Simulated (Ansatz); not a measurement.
Consider the formal hydrolysis of a B–Sb bond: `C[B](F)[SbH][Cl]` + H₂O → `CB(O)F` + `[Cl][SbH2]`.

Computed with Ansatz on PBE0-D4/def2-TZVP structures; ΔE is electronic, products minus reactants. CCSD(T)/CBS is the MP2 limit (def2-TZVPP, def2-QZVPP) plus CCSD(T) − MP2 in def2-TZVPP, frozen cores. This one scheme is used for every species. Functionals use def2-TZVPP. def2 core potentials past Kr. For Sb outer-core shells are correlated without core-valence functions, which leaves a few kJ/mol of doubt a bond. Each species was taken in one conformer, which may not be the lowest.

Q: Is it downhill or uphill in electronic energy at CCSD(T)/CBS, and by how much? (Estimate.)

A: The calculation gave: Downhill: ΔE = -136.1 kJ/mol.

Q: What do these levels give: LDA (SPW92), PBE-D4, PBE0-D4, CAM-B3LYP-D4, B2PLYP, PBE-QIDH, revPBE, LC-ωPBE, MP2/def2-SVP, MP2/def2-TZVPP, MP2/def2-QZVPP, CCSD/CBS(def2)? (An estimate is asked.)

A: Ansatz gave: LDA (SPW92) -147.2, PBE-D4 -135.0, PBE0-D4 -139.7, CAM-B3LYP-D4 -154.4, B2PLYP -151.3, PBE-QIDH -145.4, revPBE -140.0, LC-ωPBE -149.7, MP2/def2-SVP -172.6, MP2/def2-TZVPP -140.0, MP2/def2-QZVPP -134.9, CCSD/CBS(def2) -140.1 kJ/mol.

Largest T1 diagnostic among the species: 0.013.

In def2-TZVPP, CCSD(T) changes the Hartree–Fock value by +25.7 kJ/mol (the triples alone add +4.0 kJ/mol) and MP2 by +30.8 kJ/mol. From PBE to PBE0 (25 % exact exchange), in def2-TZVPP and without D4, ΔE moves by −4.3 kJ/mol. The D4 term adds +9.9 kJ/mol with B3LYP and +5.6 kJ/mol with PBE0; it sums over pairs of atoms, weighted by their polarisabilities, and B3LYP, whose exchange is more repulsive, gets the larger term.

B3LYP here is the variant with VWN-RPA as its local correlation; programs differ in this.
